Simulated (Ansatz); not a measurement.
Which method gave which barrier?

Saddle point of Ge₄H₁₁ClO, closed shell (Ge₄H₁₀O ([OH][Ge]([GeH3])([GeH3])[GeH3]) + HCl → Ge₃H₇ClO ([OH][Ge]([Cl])([GeH3])[GeH3]) + GeH₄; bonds formed: Ge1–Cl7, Ge2–H6; bonds broken: Ge1–Ge2, H6–Cl7), PBE0-D4/def2-TZVP structure:

```xyz
17
angstrom
Ge -0.3971 -0.1047 -0.3720
Ge 2.0503 -0.8676 0.7415
Ge 0.0074 1.6013 -2.0408
Ge -2.1375 -0.3108 1.3076
O -0.1510 -1.6718 -1.2349
H 0.9248 0.4549 0.8228
Cl 0.1894 2.0742 1.2971
H 2.7620 -1.0151 -0.6034
H 1.5071 -2.2046 1.2577
H 2.9503 -0.2036 1.7927
H -0.1898 0.9784 -3.4347
H 1.4487 2.0865 -1.8721
H -1.0019 2.7248 -1.7987
H -1.4750 -0.4916 2.6748
H -2.9788 -1.5631 0.9719
H -3.0099 0.9431 1.2479
H -0.4990 -2.4301 -0.7571
```

Computed with Ansatz 0.2.0 (basis: def2-TZVPP, with def2-QZVPP for the basis limit); correlated methods freeze the cores. Filled d shells of the heavier atoms are correlated. The def2 sets are not built for correlating such inner shells, so the correlated values are less sure here. Extrapolation: Hartree–Fock as exp(−7.88 √X), correlation as X^−2.97. Four methods, as single points on the PBE0-D4 structures, gave these electronic barriers from the start structure: 24.72, 28.88, 34.10, 42.93 kcal/mol.

**Question.** The methods were, in alphabetical order, CCSD(T), HF, PBE-D4, PBE0-D4. Which gave which? (Judge from chemistry; the calculation decides.)

**Answer.** Computed: PBE-D4 24.72; PBE0-D4 28.88; CCSD(T) 34.10; HF 42.93 kcal/mol. For comparison, CCSD(T) at an estimated basis limit (MP2 extrapolated from triple and quadruple zeta, plus CCSD(T) − MP2 in triple zeta) gives 31.28 kcal/mol.

T1 diagnostic: at most 0.013.

Labels in which every atom is bracketed show which atoms are joined, not bond orders.

For scale, one of the runs: CCSD(T)/def2-TZVPP, 419 basis functions, launched by `ansatz run in.yaml --threads 4 --pin off --events-out ev --progress --plain --max-ram 66560MiB --backend cuda --devices 0, --max-vram 37GiB`. Time: 110 s of wall clock on 4 CPU threads of an AMD EPYC 7R13 and a share of one NVIDIA H100; the host was shared. Peak host memory: 0.96 GiB.
